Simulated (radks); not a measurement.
Question: Spherical quantum dot in the effective-mass picture: electrons in a parabolic well V = omega^2 r^2 / 2 with omega = 3.45, with a point charge +1 (a donor) at the centre, all in effective atomic units (hartree* = m*/eps^2 hartree, bohr* = eps/m* bohr), one dielectric constant everywhere. Method: non-relativistic Kohn-Sham, r2SCAN, spin-polarised, spherical densities, generalised Kohn-Sham scheme; computed with a radial shooting solver with Libxc functionals. Levels are named by radial order and angular momentum (1s, 1p, 1d, 2s, ...), and open shells are averaged over m. Each electron was tried in the lowest free levels, single moves between levels near the top were tried too, and the lowest total energy was kept; such a search can miss a lower state. Give the order in which the levels fill up to N = 24, the shell closures and the spin along the way.

Answer: Shells are first occupied in the order 1s, 1p, 2s, 1d, 1f. Open shells at each N (closed shells left out): 1: 1s(up 1, down 0); 2: none; 3: 1p(up 1, down 0); 4: 1p(up 2, down 0); 5: 1p(up 3, down 0); 6: 1p(up 3, down 1); 7: 1p(up 3, down 2); 8: none; 9: 2s(up 1, down 0); 10: none; 11: 1d(up 1, down 0); 12: 1d(up 2, down 0); 13: 1d(up 4, down 0) 2s(up 1, down 0); 14: 1d(up 5, down 0) 2s(up 1, down 0); 15: 1d(up 5, down 0); 16: 1d(up 5, down 1); 17: 1d(up 5, down 2); 18: 1d(up 5, down 3); 19: 1d(up 5, down 4); 20: none; 21: 1f(up 1, down 0); 22: 1f(up 2, down 0); 23: 1f(up 3, down 0); 24: 1f(up 4, down 0). All shells are closed at N = 2, 8, 10, 20 (there: 1s2 1p6 1d10 2s2). Largest 2S: 6, at N = 14.
